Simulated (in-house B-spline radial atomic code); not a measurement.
Successive ionisation energies of hafnium; each step leads to the configuration of the next row (after the last: [Ar] 3d8). NIST's values go from ground level to ground level; the uncertainty of those that are theory runs from under 0.1 % in few-electron ions to several per cent in heavy many-electron ones. Computed with a radial B-spline atomic code at the basis-set limit: non-relativistic Hartree-Fock, average of the configuration, point nuclei.

This level leaves out relativity, spin-orbit splitting included, which matters for heavy ions.

```json
{"ion": "Hf41+", "configuration": "[Ar] 3d10 4s2 4p1", "ionisation energy (eV)": "1914.7", "tabulated value (eV)": "2022", "tabulated kind": "tabulated theory", "computed minus tabulated (eV)": "-107", "highest orbital": "4p", "largest mean radius (bohr)": "0.43772"}
{"ion": "Hf42+", "configuration": "[Ar] 3d10 4s2", "ionisation energy (eV)": "2039.6", "tabulated value (eV)": "2159", "tabulated kind": "tabulated theory", "computed minus tabulated (eV)": "-119", "highest orbital": "4s", "largest mean radius (bohr)": "0.43573"}
{"ion": "Hf43+", "configuration": "[Ar] 3d10 4s1", "ionisation energy (eV)": "2095.3", "tabulated value (eV)": "2218.9", "tabulated kind": "semi-empirical", "computed minus tabulated (eV)": "-124", "highest orbital": "4s", "largest mean radius (bohr)": "0.43332"}
{"ion": "Hf44+", "configuration": "[Ar] 3d10", "ionisation energy (eV)": "3762.5", "tabulated value (eV)": "3741", "tabulated kind": "tabulated theory", "computed minus tabulated (eV)": "21", "highest orbital": "3d", "largest mean radius (bohr)": "0.22097"}
{"ion": "Hf45+", "configuration": "[Ar] 3d9", "ionisation energy (eV)": "3885.4", "tabulated value (eV)": "3858", "tabulated kind": "tabulated theory", "computed minus tabulated (eV)": "27", "highest orbital": "3d", "largest mean radius (bohr)": "0.21983"}
```

**Question.** Where is the largest jump?

**Answer.** From Hf43+ to Hf44+, by a factor of 1.80 (2095.3 to 3762.5 eV); the highest orbital goes from 4s to 3d.
